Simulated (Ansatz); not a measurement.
```xyz
3

H     0.0000    0.0000    0.0000
Li    0.0000    3.3254    1.9199
Li    0.0000   -3.3254    1.9199
```

Basis set: pcseg-2 (spherical functions). Charge 0, multiplicity 2.

Computed with Ansatz (development build ahead of 0.2.0); each method stands on the lowest determinant of its kind that the runs found. Restricted functionals stand beside restricted open-shell atoms, which can lie above the unrestricted atoms usual in DFT and then raise those values.

The atomization energy at this shape (free ground-state atoms in the same class of orbitals less the molecule, no zero-point energy) of doublet Li₂H:

| method | atomization energy |
| --- | --- |
| ωB97X (restricted open-shell) | -3.59 kcal/mol |

Question: What does ωB97X (unrestricted) give?

Answer: 0.88 kcal/mol. Caution: charge can spread falsely over distant fragments; the shape is not the minimum. Caution for ωB97X (unrestricted): the unrestricted determinant is spin contaminated.
